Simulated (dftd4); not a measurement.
iodobenzene (C6H5I), singlet, at a GFN2-xTB geometry; D4 for tpssh (dftd4).

The dftd4 input:
```
$ dftd4 mol.xyz --func tpssh --charge 0 --json dftd4.json --noedisp --grad

# file mol.xyz
12

I      1.54919695     0.03420280    -0.00953362
C     -0.57031496    -0.01259128     0.00350967
C     -1.22206122    -1.23170619    -0.01879237
C     -2.60641154    -1.25603278    -0.01013698
C     -3.32591525    -0.07342877     0.02046738
C     -2.65898166     1.13978468     0.04253974
C     -1.27490491     1.17657876     0.03415847
H     -0.66116375    -2.15343602    -0.04264636
H     -3.12044666    -2.20537541    -0.02746069
H     -4.40514882    -0.09725583     0.02710889
H     -3.21416063     2.06552145     0.06644330
H     -0.75498107     2.12217071     0.05136119
```

**Question.** Write the output that dftd4 gives for this input, abridged.

**Answer.** 
```
                    ____  _____ _____     ____  _  _
      -------------|  _ \|  ___|_   _|---|  _ \| || |------------
     |             | | | | |_    | | ___ | | | | || |_           |
     |             | |_| |  _|   | ||___|| |_| |__   _|          |
     |             |____/|_|     |_|     |____/   |_|            |
     |             ===================================           |
     |            E. Caldeweyher, S. Ehlert & S. Grimme          |
     |          Mulliken Center for Theoretical Chemistry        |
     |                    University of Bonn                     |
      -----------------------------------------------------------

Rational (Becke-Johnson) damping: tpssh-D4-ATM
---------------------
  s6         1.0000
  s8         1.8590
  s9         1.0000
  a1         0.4429
  a2         4.6023
 alp        16.0000
--------------------

Dispersion energy:      -1.7552864035639E-02 Eh

Gradient norm:           1.5523017836236E-03 Eh/a0
--------------------------------------------------
     #    Z           dE/dx      dE/dy      dE/dz
--------------------------------------------------
     1   53 I     1.236E-03  2.729E-05 -7.607E-06
     2    6 C     1.990E-04  4.394E-06 -1.225E-06
     3    6 C    -4.662E-05 -2.863E-04 -5.945E-06
     4    6 C    -3.339E-04 -2.991E-04 -4.317E-06
     5    6 C    -3.912E-04 -8.636E-06  2.407E-06
     6    6 C    -3.467E-04  2.841E-04  8.506E-06
     7    6 C    -5.913E-05  2.840E-04  6.596E-06
     8    1 H     3.497E-05 -1.530E-04 -3.573E-06
     9    1 H    -8.680E-05 -1.294E-04 -2.249E-06
    10    1 H    -1.415E-04 -3.124E-06  8.709E-07
    11    1 H    -9.239E-05  1.254E-04  3.352E-06
    12    1 H     2.823E-05  1.543E-04  3.184E-06
--------------------------------------------------

Virial:
--------------------------------------------------
      component           x          y          z
--------------------------------------------------
          x       1.167E-02  1.503E-04 -7.414E-05
          y       1.503E-04  4.893E-03  1.059E-04
          z      -7.414E-05  1.059E-04  2.805E-06
--------------------------------------------------

[Info] Dispersion results written to 'dftd4.txt'
[Info] JSON dump of results written to 'dftd4.json'
```
